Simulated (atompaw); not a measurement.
## Before and after: PAW (atompaw) potential for tin

```
Element                 : tin (Sn)
Generator               : atompaw 4.2.0.5
Type                    : PAW
Functional              : PBE
Relativity              : scalar-relativistic
Frozen core             : [Kr]
Valence charge          : 14
Reference configuration : 4d10 5s1.75 5p2.25
Partial waves           : 5s (bound): rc 2.80 bohr; 5s channel at 1.3 Ry: rc 2.80 bohr; 5p (bound): rc 2.80 bohr; 5p channel at 0.5 Ry: rc 2.80 bohr; 4d (bound): rc 2.80 bohr; 4d channel at -1.35 Ry: rc 2.80 bohr
Local potential         : bessel scheme, radius 2.80 bohr
Core correction         : smooth core density matched at 1.90 bohr
Augmentation charge     : sinc compensation charge, radius 2.30 bohr; PAW radius 2.80 bohr; waves and projectors: custom rrkj vanderbiltortho
```

Change: all radii scaled by about 1.24 (s 3.46, p 3.46, d 3.46 bohr); local potential bessel scheme, radius 3.46 bohr; augmentation sinc compensation charge, radius 2.84 bohr; PAW radius 3.46 bohr; waves and projectors: custom rrkj vanderbiltortho; core correction smooth core density matched at 2.34 bohr.

Cutoffs: the cutoffs (Ry, on a coarse ladder) from which the occupation-weighted sum of valence levels, in a spherical-Bessel basis at the reference potential, stays within 10 and 1 mRy of its value at 400 Ry; they do not see the model core or the augmentation charge, which bear on the density cutoff.

What does the change do?

The potential gets softer (12 Ry and 18 Ry → 8 Ry and 10 Ry); neither file shows a bound ghost. A larger radius leaves more room for a smooth pseudo-wave, so fewer plane waves are needed.

| quantity | base | changed |
| --- | --- | --- |
| cutoff, loose | 12 Ry | 8 Ry |
| cutoff, tight | 18 Ry | 10 Ry |
| loose cutoff by channel (10 mRy a level) | s 6 Ry, p 6 Ry, d 8 Ry | s 6 Ry, p 6 Ry, d 6 Ry |
| bound ghosts | none | none |
| lowest overlap eigenvalue by channel | s 0.46, p 0.65, d 0.03 | s 0.48, p 0.45, d 0.02 |

 The cutoffs see the waves, projectors and local potential, not the compensation charge or the core.
